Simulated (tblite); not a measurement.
Compound: C7H10N (doublet state).
Z-matrix (Å and degrees, GFN2-xTB geometry), rows numbered from 1:
```
C 
C   1  1.4885
C   2  1.3348  1  127.85
C   3  1.4846  2  111.93  1   179.15
N   4  1.4267  3  121.64  2  -148.15
C   4  1.5441  3  116.35  2    61.18
C   6  1.4658  4   59.57  3   -90.41
C   7  1.4964  4  109.44  6  -113.44
H   1  1.0900  2  110.50  3   120.47
H   1  1.0900  2  110.23  3  -120.68
H   1  1.0875  2  110.80  3    -0.17
H   3  1.0782  2  125.81  1     2.44
H   5  1.0148  4  111.55  3   -77.22
H   5  1.0144  4  110.58  3    43.85
H   6  1.0855  4  120.84  7   109.66
H   6  1.0800  4  112.13  7  -110.43
H   8  1.0945  2  109.92  1   -60.09
H   8  1.0928  2  112.14  1    59.44
```

Computed with GFN2-xTB (tblite): harmonic, unscaled wavenumbers at the GFN2-xTB geometry, gas phase. Against measured fundamentals such values can be off by several per cent, at times by over 20. One conformer, not necessarily the lowest. Open shells enter through the occupations alone, without spin polarisation, and single modes of such species can be off by tens of per cent.

Harmonic wavenumbers (cm⁻¹): 107.1, 112.7, 152.2, 224.7, 270.4, 359.4, 381.7, 415.0, 480.9, 560.4, 575.0, 761.7, 799.3, 849.2, 865.3, 881.0, 906.3, 920.3, 924.7, 997.2, 1010.4, 1021.0, 1064.5, 1121.1, 1132.4, 1137.6, 1163.2, 1225.3, 1268.4, 1292.4, 1374.6, 1399.2, 1439.0, 1448.2, 1474.7, 1479.8, 1547.1, 1674.2, 2926.4, 2958.0, 2994.1, 2998.5, 3009.3, 3038.4, 3080.0, 3093.4, 3374.6, 3406.4.

A = 4223, B = 1670, C = 1372 MHz; mass 108.081 u (most abundant isotopes); point group C1, symmetry number 1; spin multiplicity 2.

Zero-point energy?

Half the sum of the wavenumbers: 32848 cm⁻¹ = 392.95 kJ/mol.

Give the ideal-gas entropy at 500 K and 1 bar in the rigid-rotor, harmonic-oscillator model (classical rotation).

Translation 178.01, rotation 123.18, vibration 156.05, spin (R ln 2) 5.76: S = 463.0 J/(mol K).

And Cp and H(500 K) − H(0)?

Cp = 216.94 J/(mol K), of which vibrations give 183.69 (their classical limit is 48 R = 399.1); H(500 K) − H(0) = 60.52 kJ/mol without the zero-point energy, 43.89 from vibrations.

Blend soft modes into free rotors: weight 1/[1 + (100 cm⁻¹/ν̃)⁴] for the oscillator and the rest for a rotor with moment μB/(μ + B), μ = h/(8π²ν), B = 10⁻⁴⁴ kg m². What vibrational entropy results?

152.11 J/(mol K) in place of 156.05, which changes −T·S at 500 K by +1.97 kJ/mol.

Which modes carry the vibrational entropy at 500 K?

107.1 cm⁻¹: 18.13; 112.7 cm⁻¹: 17.71; 152.2 cm⁻¹: 15.25; 224.7 cm⁻¹: 12.08; 270.4 cm⁻¹: 10.61; 359.4 cm⁻¹: 8.40 J/(mol K); the other 42 give 73.87 together.

How do the functions run with temperature in this model?

```json
{"T (K)": "150", "S (J/(mol K))": "299.2", "Cp (J/(mol K))": "80.4", "H − H(0) (kJ/mol)": "8.06", "G − H(0) (kJ/mol)": "-36.82", "ln q(vib)": "1.42"}
{"T (K)": "250", "S (J/(mol K))": "349.0", "Cp (J/(mol K))": "118.9", "H − H(0) (kJ/mol)": "17.97", "G − H(0) (kJ/mol)": "-69.28", "ln q(vib)": "3.18"}
{"T (K)": "298.15", "S (J/(mol K))": "371.7", "Cp (J/(mol K))": "139.3", "H − H(0) (kJ/mol)": "24.18", "G − H(0) (kJ/mol)": "-86.63", "ln q(vib)": "4.10"}
{"T (K)": "400", "S (J/(mol K))": "418.6", "Cp (J/(mol K))": "181.4", "H − H(0) (kJ/mol)": "40.55", "G − H(0) (kJ/mol)": "-126.88", "ln q(vib)": "6.13"}
{"T (K)": "600", "S (J/(mol K))": "505.2", "Cp (J/(mol K))": "246.1", "H − H(0) (kJ/mol)": "83.72", "G − H(0) (kJ/mol)": "-219.41", "ln q(vib)": "10.33"}
{"T (K)": "900", "S (J/(mol K))": "617.5", "Cp (J/(mol K))": "306.6", "H − H(0) (kJ/mol)": "167.41", "G − H(0) (kJ/mol)": "-388.34", "ln q(vib)": "16.63"}
```

q(vib) and H(0) count from the zero-point level.

What must be added to the electronic energy to get the Gibbs energy at 500 K and 1 bar?

ZPE + [H(500 K) − H(0)] − T·S = 392.95 + 60.52 − 231.50 = 221.97 kJ/mol.

Hindered rotation and anharmonicity are outside this model. Other conformers, if any are populated, would add a mixing term that is left out. The structure is chiral; the term R ln 2 for an equal mix with its mirror image is left out.
